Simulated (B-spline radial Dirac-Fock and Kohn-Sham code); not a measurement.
# Kohn-Sham estimates against Dirac-Fock for the levels of Xe⁴⁶⁺

System: xenon as Xe⁴⁶⁺, configuration [He] 2s2 2p4.

The density-functional columns are spherical, spin-unpolarised Dirac-Kohn-Sham results without Breit or QED terms: −ε is minus the orbital energy of the initial state and ΔSCF the difference of two total energies. The reference in the last column comes from Dirac-Fock (average of configuration) total-energy differences with a finite nucleus, the Breit interaction including its frequency dependence, and self-energy and vacuum-polarisation corrections. All numbers are from a B-spline atomic structure program, in eV; a selection of levels is shown. The Kohn-Sham columns are given as differences from the reference. For the 1s level of heavy atoms much of the gap between ΔSCF and the reference is the Breit and QED part, -117.1 eV here; for other levels the error of the functional can be larger.

```
level  LDA −ε − DF  LDA ΔSCF − DF  Dirac-Fock
    K       -300.5         +121.2     38286.0
   L1       -111.7           -7.3      8718.6
 L2,3       -110.4          +10.5      8254.5
```

Values without a named source are computed, but for edge energies of neutral atoms, which are taken from tables.
